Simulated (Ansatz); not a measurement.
Frontier orbitals of `O[Si]1(Cl)N[SiH2]N1`.

The species carries charge 0 and has multiplicity 1. The geometry is a stationary point of PBE0-D4/def2-TZVP. It is one conformer, not always the lowest. Basis def2-TZVPP, Ansatz.

Orbital energies of one run (eV). Highest occupied ones, from the top: -6.09, -6.64, -7.75, -7.80, -7.99, -8.25, -8.97, -9.73, -9.80, -10.34, -10.65, -12.41, -13.80, -14.33. Empty: -0.84, -0.29, 0.52, 0.88, 1.07, 1.48.

Question: Which functional gave them?
A. PBE
B. B3LYP
C. ωB97X-V
D. PBE0

Answer: A. HOMO energies: PBE -6.09, PBE0 -7.52, B3LYP -7.24, ωB97X-V -9.96 eV.

B3LYP here is the variant with VWN-RPA as its local correlation; programs differ in this.
